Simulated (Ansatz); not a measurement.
Total energies of CH$_{4}$BBrO, SMILES `OBCBr`.

```xyz
8

O     1.1919    0.9933   -0.5108
B     0.3894   -0.0934   -0.4799
C    -0.9084   -0.0212    0.3973
Br   -0.3957   -1.1135    1.9420
H     1.9935    0.8609   -1.0223
H     0.6723   -1.0893   -1.0872
H    -1.7884   -0.5019   -0.0239
H    -1.1547    0.9651    0.7848
```

Charge 0, multiplicity 1. Correlated methods include outer-core shells of Br, which these sets cover unevenly. Scalar relativity is left out up to krypton. All single points use the PBE0-D4/def2-TZVP geometry. It is one conformer, not always the lowest. Basis def2-TZVPP, Ansatz.

RPA on PBE orbitals: Hartree–Fock energy of these orbitals -2712.22784 Eh, correlation -1.24389 Eh (frozen core).

| functional | energy without D4 (Eh) | D4 term (kJ/mol) |
| --- | --- | --- |
| LDA (SPW92) | -2710.08769 | – |
| PBE | -2714.28518 | -13.7 |
| BLYP | -2714.82886 | -30.7 |
| r2SCAN | -2714.75667 | -3.2 |
| PBE0 | -2714.38797 | -11.5 |
| B3LYP | -2714.88971 | -22.3 |
| r2SCANh | -2714.74973 | -3.4 |
| r2SCAN0 | -2714.74035 | -3.8 |
| HSE06 (plane-wave form) | -2714.38482 | -10.7 |
| BHLYP | -2714.77007 | -16.8 |
| CAM-B3LYP | -2714.91415 | -11.6 |
| ωB97X-V | -2714.57332 | – |
| ωB97M-V | -2714.64995 | – |
| B2PLYP | -2714.35774 | – |

(1) Give the same for revPBE, B97M-V, LC-ωPBE, PBE-QIDH. (An estimate is asked.)

B3LYP takes the VWN-RPA correlation (the form of Gaussian; ORCA's B3LYP/G). HSE06 is the plane-wave form, built on full-range PBE exchange. The double hybrids freeze the cores in their second-order part.

Answers

(1) The calculation gave: 
```tsv
functional	energy without D4 (Eh)	D4 term (kJ/mol)
revPBE	-2714.58472	-43.4
B97M-V	-2714.37712	–
LC-ωPBE	-2714.40592	–
PBE-QIDH	-2714.06054	–
```

LC-ωPBE has ω = 0.4 bohr⁻¹.
